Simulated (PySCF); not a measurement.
A GIAO shielding run with PySCF (density fitting, non-relativistic, gas phase) on SMILES C1(O)=C([O-])SC=C1, [C4H3O2S]-:

```
$ OMP_NUM_THREADS=1 python probes_run.py task.json out

{"job": {"kind": "nmr", "xc": "PBE0", "basis": "pcSseg-1"}, "charge": -1, "multiplicity": 1}
O     -1.765469     1.702001     0.140356
C     -0.724042     1.024848     0.082677
S      0.954654     1.746601     0.136052
C      1.691951     0.171333     0.006418
C      0.761880    -0.816704    -0.071043
C     -0.556232    -0.344143    -0.028083
O     -1.695406    -1.171466    -0.091913
H      2.761742     0.096991    -0.004774
H      1.005009    -1.864386    -0.156621
H     -2.425203    -0.540420    -0.035596
```

Hardware: 1 thread of an Arm Neoverse N1, shared host. The job also computes population analyses, field gradients, ring-centre shieldings.

**Question.** How large is the calculation?

**Answer.** 60 electrons, 141 basis functions and 753 auxiliary functions.

**Question.** How long does it take, and how much memory does it need?

**Answer.** 24 s of wall time, with 16 SCF cycles and 5 response iterations; peak memory 0.7 GiB. Times on a shared host scatter by some tens of per cent.
